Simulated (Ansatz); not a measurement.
Li12⁻. Charge -1, multiplicity 2. Geometry r2SCAN/def2-SVPD.

```xyz
12

Li    2.213    0.280    1.847
Li    2.837    0.203   -1.214
Li   -2.737   -0.499    0.801
Li    1.244    2.648   -0.058
Li   -2.042   -0.572   -2.244
Li    1.970   -2.460    0.342
Li   -0.683    1.517    2.104
Li   -0.249   -1.646    2.404
Li   -1.132   -2.951   -0.305
Li   -1.841    2.162   -0.708
Li    0.363    1.461   -2.799
Li    0.057   -0.143   -0.170
```

At PBE/def2-TZVPD, PBE0/def2-TZVPD, r2SCAN0/def2-TZVPD, ωB97X-V/def2-TZVPD and others the charge -1 doublet is spin-contaminated (final ⟨S²⟩ up to 3.06, 0.75 for a pure state). The geometry of the doublet was relaxed on an unsound state (⟨S²⟩ 3.01, where a pure state has 0.75). Another isomer (doublet) lies 0.04 eV lower at PBE0/def2-TZVPD; other spin states weren't run for this one.

Task: Estimate the α-spin orbital energies around the gap (eV) in Ansatz with PBE/def2-TZVPD, PBE0/def2-TZVPD, r2SCAN0/def2-TZVPD, ωB97X-V/def2-TZVPD, ωB97M-V/def2-TZVPD.

Result: 
```json
{"orbital": "HOMO−13", "PBE/def2-TZVPD": "-47.67", "PBE0/def2-TZVPD": "-51.76", "r2SCAN0/def2-TZVPD": "-53.00", "ωB97X-V/def2-TZVPD": "-54.05", "ωB97M-V/def2-TZVPD": "-54.46"}
{"orbital": "HOMO−12", "PBE/def2-TZVPD": "-47.55", "PBE0/def2-TZVPD": "-51.66", "r2SCAN0/def2-TZVPD": "-52.84", "ωB97X-V/def2-TZVPD": "-54.04", "ωB97M-V/def2-TZVPD": "-54.45"}
{"orbital": "HOMO−11", "PBE/def2-TZVPD": "-47.55", "PBE0/def2-TZVPD": "-51.66", "r2SCAN0/def2-TZVPD": "-52.84", "ωB97X-V/def2-TZVPD": "-53.99", "ωB97M-V/def2-TZVPD": "-54.34"}
{"orbital": "HOMO−10", "PBE/def2-TZVPD": "-47.51", "PBE0/def2-TZVPD": "-51.63", "r2SCAN0/def2-TZVPD": "-52.83", "ωB97X-V/def2-TZVPD": "-53.99", "ωB97M-V/def2-TZVPD": "-54.33"}
{"orbital": "HOMO−9", "PBE/def2-TZVPD": "-47.51", "PBE0/def2-TZVPD": "-51.63", "r2SCAN0/def2-TZVPD": "-52.83", "ωB97X-V/def2-TZVPD": "-53.98", "ωB97M-V/def2-TZVPD": "-54.32"}
{"orbital": "HOMO−8", "PBE/def2-TZVPD": "-47.47", "PBE0/def2-TZVPD": "-51.55", "r2SCAN0/def2-TZVPD": "-52.74", "ωB97X-V/def2-TZVPD": "-53.82", "ωB97M-V/def2-TZVPD": "-54.23"}
{"orbital": "HOMO−7", "PBE/def2-TZVPD": "-46.46", "PBE0/def2-TZVPD": "-50.57", "r2SCAN0/def2-TZVPD": "-51.63", "ωB97X-V/def2-TZVPD": "-53.24", "ωB97M-V/def2-TZVPD": "-53.97"}
{"orbital": "HOMO−6", "PBE/def2-TZVPD": "-2.54", "PBE0/def2-TZVPD": "-3.51", "r2SCAN0/def2-TZVPD": "-3.57", "ωB97X-V/def2-TZVPD": "-5.91", "ωB97M-V/def2-TZVPD": "-5.35"}
{"orbital": "HOMO−5", "PBE/def2-TZVPD": "-1.54", "PBE0/def2-TZVPD": "-2.31", "r2SCAN0/def2-TZVPD": "-2.38", "ωB97X-V/def2-TZVPD": "-4.21", "ωB97M-V/def2-TZVPD": "-3.67"}
{"orbital": "HOMO−4", "PBE/def2-TZVPD": "-1.32", "PBE0/def2-TZVPD": "-1.96", "r2SCAN0/def2-TZVPD": "-2.02", "ωB97X-V/def2-TZVPD": "-3.66", "ωB97M-V/def2-TZVPD": "-3.40"}
{"orbital": "HOMO−3", "PBE/def2-TZVPD": "-1.12", "PBE0/def2-TZVPD": "-1.69", "r2SCAN0/def2-TZVPD": "-1.73", "ωB97X-V/def2-TZVPD": "-3.23", "ωB97M-V/def2-TZVPD": "-2.99"}
{"orbital": "HOMO−2", "PBE/def2-TZVPD": "-0.22", "PBE0/def2-TZVPD": "-0.66", "r2SCAN0/def2-TZVPD": "-0.77", "ωB97X-V/def2-TZVPD": "-1.64", "ωB97M-V/def2-TZVPD": "-1.19"}
{"orbital": "HOMO−1", "PBE/def2-TZVPD": "-0.19", "PBE0/def2-TZVPD": "-0.59", "r2SCAN0/def2-TZVPD": "-0.70", "ωB97X-V/def2-TZVPD": "-1.61", "ωB97M-V/def2-TZVPD": "-1.15"}
{"orbital": "HOMO", "PBE/def2-TZVPD": "-0.11", "PBE0/def2-TZVPD": "-0.50", "r2SCAN0/def2-TZVPD": "-0.60", "ωB97X-V/def2-TZVPD": "-1.39", "ωB97M-V/def2-TZVPD": "-1.10"}
{"orbital": "LUMO", "PBE/def2-TZVPD": "0.37", "PBE0/def2-TZVPD": "0.81", "r2SCAN0/def2-TZVPD": "0.82", "ωB97X-V/def2-TZVPD": "1.91", "ωB97M-V/def2-TZVPD": "1.61"}
{"orbital": "LUMO+1", "PBE/def2-TZVPD": "0.38", "PBE0/def2-TZVPD": "0.84", "r2SCAN0/def2-TZVPD": "0.98", "ωB97X-V/def2-TZVPD": "1.99", "ωB97M-V/def2-TZVPD": "1.61"}
{"orbital": "LUMO+2", "PBE/def2-TZVPD": "0.40", "PBE0/def2-TZVPD": "0.88", "r2SCAN0/def2-TZVPD": "1.05", "ωB97X-V/def2-TZVPD": "2.11", "ωB97M-V/def2-TZVPD": "1.85"}
{"orbital": "LUMO+3", "PBE/def2-TZVPD": "0.79", "PBE0/def2-TZVPD": "1.19", "r2SCAN0/def2-TZVPD": "1.16", "ωB97X-V/def2-TZVPD": "2.36", "ωB97M-V/def2-TZVPD": "2.13"}
{"orbital": "LUMO+4", "PBE/def2-TZVPD": "0.81", "PBE0/def2-TZVPD": "1.19", "r2SCAN0/def2-TZVPD": "1.25", "ωB97X-V/def2-TZVPD": "2.38", "ωB97M-V/def2-TZVPD": "2.14"}
{"orbital": "LUMO+5", "PBE/def2-TZVPD": "1.00", "PBE0/def2-TZVPD": "1.42", "r2SCAN0/def2-TZVPD": "1.47", "ωB97X-V/def2-TZVPD": "2.56", "ωB97M-V/def2-TZVPD": "2.21"}
{"orbital": "β HOMO", "PBE/def2-TZVPD": "-0.13", "PBE0/def2-TZVPD": "-0.56", "r2SCAN0/def2-TZVPD": "-0.66", "ωB97X-V/def2-TZVPD": "-1.53", "ωB97M-V/def2-TZVPD": "-1.10"}
{"orbital": "β LUMO", "PBE/def2-TZVPD": "0.32", "PBE0/def2-TZVPD": "0.79", "r2SCAN0/def2-TZVPD": "0.91", "ωB97X-V/def2-TZVPD": "1.89", "ωB97M-V/def2-TZVPD": "1.63"}
```
